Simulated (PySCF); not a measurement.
C5H8FNSi2: full NMR table

* Formula: C5H8FNSi2
* SMILES: N#C[C@@H]1[SiH2]C=C[SiH2][C@H]1F
* Point group of the computed structure: C1
* Degrees of unsaturation: 4
* Carbon signals: 5
* Proton signals: 8

Mapped SMILES: `[N:1]#[C:2][C@@H:3]1[SiH2:4][CH:5]=[CH:6][SiH2:7][C@H:8]1[F:9]` (H(Xn): hydrogen on atom n). Ha(Si4), Ha(Si7) are cis to C2 on the ring; Hb(Si4), Hb(Si7) are trans to C2 on the ring.

[PySCF 2.14: shielding tensors at PBE0/pcSseg-1 (GIAO); geometry from GFN2-xTB; one computed conformer; gas phase; non-relativistic]

References, each an isolated molecule treated in the same way: 1H, 13C, 29Si vs TMS; 19F against CFCl3; NH3 for 15N.

| carbon | δC, type | δH (multiplicity) | HMBC from (2–3 bonds) | span of the C tensor (ppm) |
| --- | --- | --- | --- | --- |
| C2 | 122.7, C | – | H(C8), Hb(Si4), Ha(Si4), H(C3) | 344 |
| C3 | 16.1, CH | 2.86 (m) | H(C5), H(C8), Ha(Si7), Hb(Si4), Ha(Si4), Hb(Si7) | 38 |
| C5 | 151.0, CH | 7.34 (m) | H(C6), Ha(Si7), Hb(Si4), Ha(Si4), Hb(Si7), H(C3) | 258 |
| C6 | 152.7, CH | 7.41 (m) | H(C5), H(C8), Ha(Si7), Hb(Si4), Ha(Si4), Hb(Si7) | 262 |
| C8 | 86.6, CH | 5.55 (m) | H(C6), Ha(Si7), Hb(Si4), Ha(Si4), Hb(Si7), H(C3) | 116 |

Other nuclei:
```csv
atoms,nucleus,environment,δ (ppm),σ (ppm)
Ha(Si7),1H,"hydrogen on a silicon bonded to 2 C, in a 6-membered ring",4.85,26.87
Hb(Si4),1H,"hydrogen on a silicon bonded to 2 C, in a 6-membered ring",4.75,26.97
Ha(Si4),1H,"hydrogen on a silicon bonded to 2 C, in a 6-membered ring",4.46,27.26
Hb(Si7),1H,"hydrogen on a silicon bonded to 2 C, in a 6-membered ring",4.37,27.35
F9,19F,fluorine on an sp3 carbon,-238.5,409.5
Si4,29Si,"silicon bonded to 2 C, 2 H, in a 6-membered ring",-54.4,403.5
Si7,29Si,"silicon bonded to 2 C, 2 H, in a 6-membered ring",-60.7,409.9
N1,15N,nitrile nitrogen,305.0,-37.3
```

- Carbon types of the structure: 1 × C, 4 × CH, leaving 4 H on heteroatoms.
- δC 152.7, 151.0: alkene CH; an sp2 carbon of a C=C bond.
- δC 122.7: nitrile carbon; this is the usual window of a C≡N carbon, which has no attached hydrogen.
- δC 86.6: sp3 CH bonded to F and Si; pulled downfield by the heteroatom.
- δH 7.41, 7.34: hydrogen on an alkene CH; olefinic region.
- δH 5.55: hydrogen on an sp3 CH bonded to F and Si; its carbon carries F, which withdraws density.

Splittings by 19F in the carbon and heteronuclear signals aren't shown, as no couplings were computed. Shifts are as computed. Against solution values, carbons near 30 ppm lie about +3 ppm off and those near 130 ppm about +5 ppm. Of 1309 compounds with measured shifts, 239 miss one by over three times the rms of a fit or turn the order of signals round; such compounds aren't used in these exercises. Unscaled 19F shifts against computed CFCl3 carry errors that often reach 10 to 50 ppm. Experimental scales use liquid or dissolved standards, which lie at an offset from isolated NH3 (liquid NH3: subtract about 20 ppm). Unscaled 15N shifts of sp2 nitrogen come out 20 to 40 ppm too high even then. No couplings were computed; multiplicities are counted from neighbouring protons, with m where these are inequivalent, close in shift, in a saturated or five-membered ring or joined by F or P, and br s for small geminal =CH2 splittings.
